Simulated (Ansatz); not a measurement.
Mulliken charges of `S[SiH](S)S` from B3LYP/def2-TZVPP in Ansatz (PBE0-D4/def2-TZVP geometry).

```json
{"atom": "S1", "x (Å)": "-0.802", "y (Å)": "1.510", "z (Å)": "1.225", "charge (e)": "-0.245"}
{"atom": "Si2", "x (Å)": "-0.286", "y (Å)": "-0.251", "z (Å)": "0.149", "charge (e)": "0.448"}
{"atom": "S3", "x (Å)": "1.167", "y (Å)": "-1.313", "z (Å)": "1.279", "charge (e)": "-0.250"}
{"atom": "S4", "x (Å)": "0.363", "y (Å)": "0.409", "z (Å)": "-1.770", "charge (e)": "-0.245"}
{"atom": "H5", "x (Å)": "-1.524", "y (Å)": "2.034", "z (Å)": "0.218", "charge (e)": "0.114"}
{"atom": "H6", "x (Å)": "-1.405", "y (Å)": "-1.212", "z (Å)": "0.014", "charge (e)": "-0.052"}
{"atom": "H7", "x (Å)": "2.092", "y (Å)": "-0.343", "z (Å)": "1.176", "charge (e)": "0.119"}
{"atom": "H8", "x (Å)": "0.396", "y (Å)": "-0.832", "z (Å)": "-2.291", "charge (e)": "0.111"}
```

Problem. By hand: the dipole of these point charges (1 e Å = 4.8032 D).

Solution. Σ q r = (-0.120, -0.093, -0.210) e Å, of length 0.259 e Å = 1.24 D.

Problem. How does the dipole of the full density compare? (Estimate.)

Solution. The calculation gave: (-0.036, -0.039, -0.195) e Å, 0.97 D; the point charges give 1.28 times that, at 21° from its direction.

Point charges leave out the atoms' own dipoles, such as those of lone pairs, and Mulliken's split depends on the basis, so the two needn't agree.

B3LYP here is the variant with VWN-RPA as its local correlation; programs differ in this.
